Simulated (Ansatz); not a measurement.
The same silylene loss along the group B, Al, Ga, In.

Computed with Ansatz on PBE0-D4/def2-TZVP structures; ΔE is electronic, products minus reactants. CCSD(T)/CBS is the MP2 limit (def2-TZVPP, def2-QZVPP) plus CCSD(T) − MP2 in def2-TZVPP, frozen cores. This one scheme is used for every species. Functionals use def2-TZVPP. Elements past krypton have def2 core potentials. For Ga, In outer-core shells are correlated without core-valence functions, which leaves a few kJ/mol of doubt a bond. Scalar relativity is left out up to krypton.

| reaction | CCSD(T)/CBS(def2) (kJ/mol) |
| --- | --- |
| `BO[SiH3]` → `BO` + `[SiH2]` | ? |
| `[AlH2][O][SiH3]` → `[OH][AlH2]` + `[SiH2]` | 343 |
| `[SiH3][O][GaH2]` → `[OH][GaH2]` + `[SiH2]` | 336 |
| `[SiH3][O][InH2]` → `[OH][InH2]` + `[SiH2]` | 343 |

(1) Fill in the missing values. (Best estimate.)

Largest T1 diagnostic: 0.017, for `[OH][InH2]`.

Results:

(1) Ansatz gave: `BO[SiH3]` → `BO` + `[SiH2]`: +316.5 kJ/mol.
